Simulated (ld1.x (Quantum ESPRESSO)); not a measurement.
## Building the PAW potential for P (Z = 15) (PBE, non-relativistic).

| Item | Value |
| --- | --- |
| Element | phosphorus (P) |
| Generator | ld1.x (Quantum ESPRESSO) 7.5 |
| Type | PAW |
| Functional | PBE |
| Relativity | non-relativistic |
| Frozen core | [Ne] |
| Valence charge | 5 |
| Reference configuration | 3s2 3p3 |
| Partial waves | 3s (bound): rcut 1.25, rcutus 1.70 bohr; 3s channel at 0.7 Ry: rcut 1.25, rcutus 1.70 bohr; 3p (bound): rcut 1.55, rcutus 1.80 bohr; 3p channel at 2.75 Ry: rcut 1.55, rcutus 1.80 bohr; 3d channel at 0.35 Ry: rcut 1.25, rcutus 1.65 bohr |
| Local potential | all-electron potential smoothed inside 1.60 bohr (lloc = -2) |
| Core correction | Bessel-smoothed model core, default radius (core density twice the valence density) |
| Augmentation charge | PSQ, inside the norm-conserving radii |

All-electron outer shells of the reference configuration (PBE, non-relativistic, ld1.x):

| shell | level (eV) | outermost node (bohr) | outermost maximum (bohr) |
| --- | --- | --- | --- |
| 2p | -124.51 | – | 0.36 |
| 3s | -13.90 | 0.66 | 1.58 |
| 3p | -5.52 | 0.64 | 1.83 |

Results:

```
Cutoffs needed                            : 12 Ry and 21 Ry (the cutoffs (Ry, on a coarse ladder) from which the occupation-weighted sum of valence levels, in a spherical-Bessel basis at the reference potential, stays within 10 and 1 mRy of its value at 400 Ry)
Ghost test                                : no extra level below or beside the all-electron valence levels (s, p, d, f tested) (spherical-Bessel basis up to 400 Ry, 20 bohr box)
Largest excitation error                  : -127 meV (all-electron minus pseudo) for 3s1 3p0, out of 7 test configurations
Lowest eigenvalue of the overlap operator : 0.46 (s channel)
Density cutoff estimated by the generator : 228 Ry
```

Generation and tests took about 2.5 s on one core of a shared server CPU.
